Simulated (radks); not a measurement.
The numbers below are computed, except where a source is named.
The nuclear charge of the bromine ion Br2+ is varied continuously with 33 electrons held in [Ar] 3d10 4s2 4p3. Code: a radial shooting solver on a logarithmic mesh with Libxc functionals. Model: scalar-relativistic Kohn-Sham, r2SCAN, spin-polarised, spherical densities, finite nucleus; open shells are filled with parallel spins first; meta-GGA in the generalised Kohn-Sham scheme; Fermi nuclear charge, rms radius 4.1629 fm. By the Hellmann-Feynman theorem dE/dZ = E(electron-nucleus)/Z, the electronic potential at the nucleus (averaged over a nucleus of fixed radius). The scalar-relativistic energy here is not variational (the density holds large components alone), so the two differ by a part that grows with Z.

| Z | E (hartree) | E(electron-nucleus)/Z (hartree) | HOMO | e(HOMO) (eV) | <r> HOMO (bohr) |
|---|---|---|---|---|---|
| 34 | -2430.04596 | -171.945 | 4p | -16.922 | 2.087 |
| 34.25 | -2473.30650 | -173.635 | 4p | -19.982 | 2.015 |
| 34.5 | -2516.99102 | -175.324 | 4p | -23.193 | 1.949 |
| 34.75 | -2561.09951 | -177.013 | 4p | -26.550 | 1.889 |
| 35 | -2605.63195 | -178.701 | 4p | -30.049 | 1.834 |
| 35.25 | -2650.58840 | -180.390 | 4p | -33.687 | 1.783 |
| 35.5 | -2695.96894 | -182.080 | 4p | -37.462 | 1.736 |
| 35.75 | -2741.77368 | -183.769 | 4p | -41.370 | 1.692 |
| 36 | -2788.00278 | -185.459 | 4p | -45.411 | 1.651 |

The central difference of E at Z = 35 is -178.978 hartree, to compare with the third column; the second derivative is -6.78 hartree.
